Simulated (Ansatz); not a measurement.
`N=[C](O)[GeH2][OH]` → C• + Ge• + 5 H• + N• + 2 O•  (atomization)

Program: Ansatz. Geometries: PBE0-D4/def2-TZVP. ΔE: electronic, gas phase. CCSD(T)/CBS adds triple-zeta CCSD(T) − MP2 to the extrapolated MP2 energy (def2 sets, frozen cores). This one scheme is used for every species, atoms too. DFT in def2-TZVPP. B3LYP here is the variant with VWN-RPA as its local correlation; programs differ in this. No spin–orbit coupling; open shells (•) take unrestricted orbitals. Spin–orbit coupling would lower the free atoms: a little for C, O; clearly for Ge. For Ge outer-core shells are correlated without core-valence functions, so the limit isn't a true one: a few kJ/mol of doubt a bond, and 10 to 20 or more in all where bonds break to atoms. Scalar relativity is left out up to krypton. One conformer a species, not always the lowest.

```tsv
level	ΔE (kJ/mol)	difference from CCSD(T)/CBS
PBE-D4	3696.1	97.9
r2SCAN-D4	3591.6	-6.6
PBE0-D4	3572.6	-25.6
B3LYP-D4	3578.5	-19.7
ωB97X-V	3603.9	5.7
ωB97M-V	3590.8	-7.4
B2PLYP	3547.2	-51.0
PBE	3677.3	79.1
r2SCAN	3587.0	-11.2
PBE0	3556.8	-41.4
B3LYP	3548.3	-49.9
HF/def2-TZVPP	2338.9	-1259.3
MP2/def2-TZVPP	3575.8	-22.4
SCS-MP2/def2-TZVPP	3551.6	-46.6
CCSD/def2-TZVPP	3414.6	-183.6
CCSD(T)/def2-TZVPP	3491.1	-107.1
HF/def2-QZVPP	2344.1	-1254.1
MP2/def2-QZVPP	3639.1	40.9
SCS-MP2/def2-QZVPP	3625.6	27.4
HF/CBS(def2)	2344.9	-1253.3
MP2/CBS(def2)	3682.9	84.7
CCSD/CBS(def2)	3521.8	-76.4
CCSD(T)/CBS	3598.2	0
```

Largest T1 diagnostic among the species: 0.013.

In def2-TZVPP, CCSD(T) changes the Hartree–Fock value by +1152.1 kJ/mol (the triples alone add +76.4 kJ/mol) and MP2 by +1236.8 kJ/mol; breaking electron pairs costs correlation energy, which Hartree–Fock lacks. From PBE to PBE0 (25 % exact exchange), in def2-TZVPP and without D4, ΔE moves by −120.5 kJ/mol: exact exchange takes away binding that semilocal exchange gives to molecules. The D4 term adds +30.3 kJ/mol with B3LYP and +15.9 kJ/mol with PBE0; it sums over pairs of atoms, weighted by their polarisabilities, and B3LYP, whose exchange is more repulsive, gets the larger term.

For atomizations the MP2-based limit and the directly extrapolated one differ by several kJ/mol either way, and by 10 to 25 for some Ge, Se and Sn compounds, so smaller differences from it don't rank the levels.
